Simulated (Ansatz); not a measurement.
```xyz
7

O    -0.853    0.281   -1.604
Zr   -0.233   -0.229    0.103
F     0.054   -2.098    0.238
S     1.896    0.929    0.386
Cl   -1.737    0.405    1.796
H    -1.270    0.464   -2.443
H     2.144    0.248    1.524
```

The species carries charge 0 and has multiplicity 1. Zr takes the def2 core potential.

List the r2SCAN/def2-TZVPP orbital energies in eV (Ansatz). (Best estimate.)

The calculation gave: Occupied: -2753.14, -2409.06, -666.05, -516.69, -254.55, -213.52, -193.01, -192.98, -192.98, -157.60, -157.46, -157.43, -57.76, -35.28, -34.79, -34.46, -29.58, -26.15, -20.73, -18.54, -13.73, -11.22, -10.83, -10.70, -10.45, -9.61, -9.28, -9.15, -8.51, -8.38, -7.84, -6.93. Lowest empty: -2.25, -2.11, -1.48, -1.26, -0.80, -0.53, 0.31, 0.92.
